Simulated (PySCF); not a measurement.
From one molecule to another.

First species: C₄H₁₂Si₃.
SMILES: `C(#C[SiH2][C@H](C)[SiH3])[SiH3]`

Second species: C₄H₉NSi.
SMILES with atom numbers: `[CH2:1]=[N:2][SiH:3]1[CH2:4][CH2:5][CH2:6]1` (hydrogens: H7, H8 on C1; H9 on Si3; H10, H11 on C4; H12, H13 on C5; H14, H15 on C6)

Levels: PBE0/def2-SVPD for dipole moment, HOMO energy, LUMO energy, HOMO–LUMO gap, static isotropic polarisability and electronic spatial extent ⟨r²⟩ about the centre of nuclear charge; TDDFT PBE0/def2-SVPD for lowest singlet excitation; TDA PBE0/def2-SVPD for lowest triplet excitation (Tamm–Dancoff); GFN2-xTB for rotational constant A and rotational constant C. Geometries: GFN2-xTB. All species are isolated and taken at one optimised geometry, non-relativistic unless stated; the electronic structure was computed with PySCF and density fitting.

The conformers computed, where there is a choice (atom-mapped SMILES and torsion angles):
- `[CH3:1][C@H:2]([SiH3:3])[SiH2:4][C:5]#[C:6][SiH3:7]`: C1–C2–Si4–C5 -176°
- `[CH2:1]=[N:2][SiH:3]1[CH2:4][CH2:5][CH2:6]1`: C1–N2–Si3–C4 139°

| property | column X | column Y |
| --- | --- | --- |
| dipole moment | 1.37 D | 0.73 D |
| HOMO energy | -7.04 eV | -7.89 eV |
| LUMO energy | -1.04 eV | -0.51 eV |
| HOMO–LUMO gap | 6.00 eV | 7.38 eV |
| lowest singlet excitation | 3.96 eV | 5.63 eV |
| lowest triplet excitation (Tamm–Dancoff) | 3.34 eV | 4.61 eV |
| static isotropic polarisability | 81.3 au | 130.8 au |
| electronic spatial extent ⟨r²⟩ about the centre of nuclear charge | 810 bohr² | 2317 bohr² |
| rotational constant A | 7.185 GHz | 2.510 GHz |
| rotational constant C | 1.644 GHz | 0.489 GHz |

Q: Which column belongs to which species?

A: Column X is the second species and column Y the first. The first has 19 atoms and 78 electrons, the second 15 and 54.

Q: How does each property change from the first species to the second?

A: dipole moment +0.64 D; HOMO energy +0.85 eV; LUMO energy -0.53 eV; HOMO–LUMO gap -1.38 eV; lowest singlet excitation -1.67 eV; lowest triplet excitation (Tamm–Dancoff) -1.27 eV; static isotropic polarisability -49.5 au; electronic spatial extent ⟨r²⟩ about the centre of nuclear charge -1507 bohr²; rotational constant A +4.675 GHz; rotational constant C +1.155 GHz.

On the first: In wavenumbers S1 is 45400 cm⁻¹ (1 eV = 8065.54 cm⁻¹). A dipole of 0.73 D is allowed in C1, and pure rotational transitions are dipole-allowed.

On the second: S1 lies 2.04 eV below the HOMO–LUMO gap; its leading configuration is HOMO→LUMO, weight 0.97. The vertical singlet–triplet gap S1 − T1 is 0.62 eV (TDDFT singlet less Tamm–Dancoff triplet; S1: HOMO→LUMO, weight 0.97; T1: HOMO→LUMO, weight 0.94).
